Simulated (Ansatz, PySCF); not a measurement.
Species: sum formula AlOF (charge 0, singlet). 
Structure (B3LYP-D3(BJ)/def2-TZVP (Ansatz, a quantum-chemistry and plane-wave program) minimum search):
```xyz
3

Al     0.0000     0.0000    -0.0650
O      0.0000     0.0000    -1.6623
F      0.0000     0.0000     1.5714
```
Charge 0, spin multiplicity 1.

Quantity: atomisation energy (electronic, to ground-state atoms), in kcal/mol. Cores are frozen in the correlated levels unless marked. Open shells are spin-unrestricted. No spin-orbit coupling. No relativistic terms. The coupled-cluster limit lacks core correlation, which all-electron functionals hold. Basis-set limits of correlation are two-point, X^-3; Hartree-Fock from the larger set.

```
level                                                program  atomisation energy (kcal/mol)
--------------------------------------------  --------------  -----------------------------
HF/cc-pV(Q+d)Z                                        Ansatz                          153.2
BP86-D3(BJ)/def2-TZVPD                         PySCF + dftd3                          269.3
B3LYP-D3(BJ)/def2-TZVPD                       Ansatz + dftd3                          255.2
PBE0/def2-TZVPD                                       Ansatz                          249.5
BHLYP-D4/def2-TZVPD                           Ansatz + dftd4                          232.0
TPSSh/def2-TZVPD                                       PySCF                          251.1
PW6B95-D4/def2-TZVPD                           PySCF + dftd4                          255.9
B2GP-PLYP-D3(BJ)/def2-TZVPD                   Ansatz + dftd3                          259.8
B2GP-PLYP-D4/def2-TZVPD                       Ansatz + dftd4                          259.5
B2PLYP-D3(BJ)/def2-TZVPD                      Ansatz + dftd3                          261.1
RI-MP2/CBS(cc-pV(T+d)Z,cc-pV(Q+d)Z)                   Ansatz                          288.5
SCS-MP2/cc-pV(T+d)Z                                   Ansatz                          264.7
CCSD(T)/cc-pV(T+d)Z                                   Ansatz                          251.4
CCSD(T)/cc-pwCVTZ                                     Ansatz                          253.2
CCSD(T)/CBS(aug-cc-pV(T+d)Z,aug-cc-pV(Q+d)Z)          Ansatz                          264.9
```
